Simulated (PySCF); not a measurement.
Isomers of C8H18BN, from PBE0-D3(BJ)/def2-SVP geometry optimisation, gas phase (PySCF 2.14.0). One conformer each, no zero-point energy, no frequencies.

Question: Which isomer lies lower at this level?
A. `[CH2:1]=[CH:2][CH2:3][CH2:4][N@+:5]1([CH3:6])[BH2-:7][CH2:8][CH2:9][CH2:10]1` with C1–C2–C3–C4 115°, C2–C3–C4–N5 180°, C3–C4–N5–C6 -60°, C4–N5–B7–C8 -156°, N5–B7–C8–C9 17°, B7–C8–C9–C10 8°, C8–C9–C10–N5 -34°: A = 3030, B = 626.5, C = 611.4 MHz, dipole 4.43 D
B. `[CH3:1][C:2]#[N+:3][BH2-:4][C:5]([CH3:6])([CH3:7])[CH2:8][CH2:9][CH3:10]` with N3–B4–C5–C6 -67°, B4–C5–C8–C9 57°, C5–C8–C9–C10 180°: A = 1331, B = 871.8, C = 626.8 MHz, dipole 6.93 D

Answer: B. That is `CC#[N+][BH2-]C(C)(C)CCC`, 4.4 kcal/mol below the other.

| SMILES | mapped SMILES | E (Eh) | relative (kcal/mol) | relative (kJ/mol) | dipole (D) |
| --- | --- | --- | --- | --- | --- |
| CC#[N+][BH2-]C(C)(C)CCC | [CH3:1][C:2]#[N+:3][BH2-:4][C:5]([CH3:6])([CH3:7])[CH2:8][CH2:9][CH3:10] | -394.52790 | 0.0 | 0.0 | 6.93 |
| C=CCC[N@+]1(C)[BH2-]CCC1 | [CH2:1]=[CH:2][CH2:3][CH2:4][N@+:5]1([CH3:6])[BH2-:7][CH2:8][CH2:9][CH2:10]1 | -394.52094 | 4.4 | 18.3 | 4.43 |
